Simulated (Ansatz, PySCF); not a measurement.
H5O4Si, SMILES O[Si](O)(O)[OH2+], charge +1. Atoms are numbered in the order given.

```xyz
10

O      0.4303    -0.3547     1.5935
Si     0.1977    -0.0427     0.0353
O      0.0672    -1.2455    -1.0312
O      0.8745     1.3449    -0.4167
O     -1.5709     0.4113    -0.1585
H      0.2588    -1.1996     2.0308
H      0.7960    -1.7437    -1.4242
H      1.5833     1.7767     0.0802
H     -1.8486     1.3451    -0.0971
H     -2.0740    -0.0530    -0.8563
```
Charge +1, spin multiplicity 1.

Geometry: r2SCAN-D4/def2-SVP. The values are those of a single conformer.

Two levels are set side by side: PBE-D3(BJ)/def2-SVP (Ansatz, an electronic-structure program) and r2SCAN-D4/def2-SVP (Ansatz). Each level has its own optimised geometry; the coordinates shown are those of the second. Frequencies come from the Hessian of PySCF at each geometry. Differences are taken from unrounded values.

```csv
quantity,r2SCAN-D4
mean bond length (Å),1.280
bond O1–Si2 (Å),1.606
bond Si2–O3 (Å),1.613
bond Si2–O4 (Å),1.609
bond Si2–O5 (Å),1.836
bond O1–H6 (Å),0.967
bond O3–H7 (Å),0.966
bond O4–H8 (Å),0.967
bond O5–H9 (Å),0.976
bond O5–H10 (Å),0.977
highest harmonic wavenumber (cm⁻¹),3877
mean harmonic wavenumber (cm⁻¹),1250
zero-point energy (kcal/mol),42.89
```

**Question.** What does PBE-D3(BJ) give, and how far is it from r2SCAN-D4? (Estimate from the structure and the level; the computed values follow.)

**Answer.** 
```
quantity                            PBE-D3(BJ)  PBE-D3(BJ) minus r2SCAN-D4
----------------------------------  ----------  --------------------------
mean bond length (Å)                     1.292                       0.012
bond O1–Si2 (Å)                          1.621                       0.015
bond Si2–O3 (Å)                          1.629                       0.016
bond Si2–O4 (Å)                          1.624                       0.016
bond Si2–O5 (Å)                          1.858                       0.022
bond O1–H6 (Å)                           0.975                       0.009
bond O3–H7 (Å)                           0.975                       0.008
bond O4–H8 (Å)                           0.976                       0.009
bond O5–H9 (Å)                           0.984                       0.008
bond O5–H10 (Å)                          0.986                       0.008
highest harmonic wavenumber (cm⁻¹)        3763                        -114
mean harmonic wavenumber (cm⁻¹)           1220                         -30
zero-point energy (kcal/mol)             41.85                       -1.04
```
